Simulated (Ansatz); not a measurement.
`C[SiH2]OCF`, charge 0, multiplicity 1.

**Question.** Give a relaxed structure at PBE0-D4/def2-TZVP (Ansatz 0.2.0). (Best estimate.)

**Answer.** The calculation gave: 
Z-matrix (Å, degrees):
```
C
Si 1 1.856
H 1 1.092 2 110.6
H 1 1.092 2 110.8 3 -120.1
H 1 1.094 2 110.3 3 120.1
O 2 1.665 1 112.1 3 62.1
H 2 1.491 1 110.7 3 -58.1
H 2 1.483 1 111.3 3 179.1
C 6 1.366 2 124.0 1 -83.6
F 9 1.383 6 110.6 2 66.4
H 9 1.093 6 109.0 2 -175.8
H 9 1.098 6 112.1 2 -52.1
```
This is one stationary point; other conformers may exist.
